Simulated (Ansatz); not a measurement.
This geometry of BrH + CH6BN (11 atoms, charge 0, multiplicity 1) is a first-order saddle point.

Computed with RHF/def2-mTZVP in Ansatz.

```xyz
11
Properties=species:S:1:pos:R:3
B 0.067 -0.253 0.134
N -0.015 0.271 1.504
H -0.778 -0.054 2.067
H 0.834 0.275 2.038
C 1.417 -0.234 -0.650
H 1.750 -1.257 -0.818
H 1.280 0.199 -1.635
H 2.217 0.301 -0.153
H -0.944 -0.660 -0.325
Br -0.542 3.218 1.371
H -0.254 1.527 1.422
```

Problem. Which two structures does it join? (They come from a converged band through this point; their orientation in space is the band's.)

Solution. Bonds broken: Br10–H11. Bonds formed: B1–Br10, N2–H11. BrH + CH6BN becomes CH7BBrN.

First end point:

```xyz
11
Properties=species:S:1:pos:R:3
B 0.130 -0.451 0.143
N 0.081 -0.138 1.505
H -0.724 -0.300 2.068
H 0.891 0.094 2.039
C 1.455 -0.308 -0.704
H 1.717 -1.259 -1.162
H 1.309 0.387 -1.527
H 2.313 0.031 -0.132
H -0.884 -0.815 -0.368
Br -0.753 3.734 1.680
H -0.504 2.358 1.413
```

Last end point:

```xyz
11
Properties=species:S:1:pos:R:3
B -0.002 0.576 0.103
N -0.040 0.168 1.691
H -0.109 -0.828 1.810
H 0.789 0.486 2.161
C 1.315 -0.027 -0.567
H 1.312 -1.117 -0.545
H 1.377 0.261 -1.610
H 2.235 0.309 -0.094
H -1.053 0.239 -0.347
Br 0.034 2.670 0.208
H -0.826 0.597 2.145
```

Problem. How far does it lie above each of them?

Solution. 0.50 eV above the first and 0.98 eV above the second. This is the barrier of this one path; another mechanism may lie lower. The orbitals stay closed-shell, which can raise the energy where a bond breaks towards radicals; this wasn't checked here.

The run took 2.8 min on 2 threads of Arm Neoverse V1, on a shared host, peak memory 0.25 GiB.
